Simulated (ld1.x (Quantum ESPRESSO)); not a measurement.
# PBE TM dataset for iron, scalar-relativistic all-electron reference.

- Element: iron
- Generator: ld1.x (Quantum ESPRESSO) 7.5
- Type: norm-conserving Troullier–Martins (Kleinman–Bylander form)
- Functional: PBE
- Relativity: scalar-relativistic
- Frozen core: [Ar]
- Valence charge: 8
- Reference configuration: 3d6 4s0 4p0 (charge +2)
- Partial waves: 4s (bound, empty): rc 1.85 bohr; 4p (bound, empty): rc 2.80 bohr; 3d (bound): rc 1.20 bohr
- Local potential: all-electron potential smoothed inside 2.45 bohr (lloc = -1)
- Core correction: a·sin(br)/r model core inside 0.70 bohr

All-electron outer shells of the reference configuration (PBE, scalar-relativistic, ld1.x):

```tsv
shell	level (eV)	outermost node (bohr)	outermost maximum (bohr)
3p	-78.51	0.30	0.72
3d	-25.72	–	0.71
4s	-20.20	1.00	2.18
4p	-14.30	1.08	2.60
```

Calculated quality:

- Cutoffs needed: 140 Ry and 230 Ry (the cutoffs (Ry, on a coarse ladder) from which the occupation-weighted sum of valence levels, in a spherical-Bessel basis at the reference potential, stays within 10 and 1 mRy of its value at 400 Ry)
- Ghost test: no extra level below or beside the all-electron valence levels (s, p, d, f tested) (spherical-Bessel basis up to 400 Ry, 20 bohr box)
- Configuration tests: 1 of 7 tests not solved or not reliable; not counted: 3d5 4s2 4p1 (solver errors, printed error -572 meV)

Generation and tests took about 1.4 s on one core of a shared server CPU.
